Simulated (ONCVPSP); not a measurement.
# iridium (Ir): from the effect back to the setting (ONCV)

Base potential:

iridium, optimised norm-conserving Vanderbilt (ONCV), made with ONCVPSP 4.0.1 (LDA (Perdew-Wang 92), scalar-relativistic). Core [Kr] 4d10, reference 4f14 5s2 5p6 5d7 6s2. Waves: 5s+6s: rc 1.60 bohr, ncon 5, nbas 10, qcut 9 1/bohr, 2 projectors; 5p: rc 1.50 bohr, ncon 3, nbas 6, qcut 11.3 1/bohr, 1 projector; 5d: rc 1.60 bohr, ncon 5, nbas 8, qcut 5.9 1/bohr, 1 projector; 4f: rc 0.65 bohr, ncon 3, nbas 8, qcut 22.5 1/bohr, 2 projectors, debl 2.9 Ha. Local part: polynomial inside 0.45 bohr (lpopt 5, dvloc0 0 Ha). Core correction: none.

Cutoffs, loose and tight: the cutoffs (Ha) at which the residual kinetic energy of the hardest occupied pseudo-wave falls to 1 and 0.1 mHa per electron. They do not see the model core or the augmentation charge, which bear on the density cutoff. Test errors are all-electron minus pseudo excitation energies from the reference, over the configurations 4f14 5s2 5p6 5d7 6s1; 4f14 5s2 5p6 5d7 6s0; 4f14 5s2 5p6 5d6 6s0; 4f14 5s2 5p6 5d7.5 6s1.5; variants that change the core or the reference have their own tests.

Only the scale of all radii (base = 1) is moved (2 further runs of the sweep failed or gave no value and are left out):

| scale of all radii (base = 1) | cutoff, loose | cutoff, tight | bound ghosts | largest test error (meV) |
| --- | --- | --- | --- | --- |
| 0.95 | 281 Ha | 976 Ha | s, p, d | -12 |
| 1.11 | 226 Ha | 244 Ha | s, p, d | -17 |
| 1.21 | 210 Ha | 228 Ha | s, p, d | -22 |
| 1.31 | 201 Ha | 219 Ha | s, p | +20 |

**Question.** One more run gave cutoff, loose: 234 Ha; cutoff, tight: 313 Ha; bound ghosts: s, p, d; largest test error (meV): -15. Which value of the scale of all radii (base = 1) was used?

**Answer.** 1.04. The tight cutoff moves one way along this sweep, from 976 Ha at 0.95 to 219 Ha at 1.31, which places the run between 0.95 and 1.11.
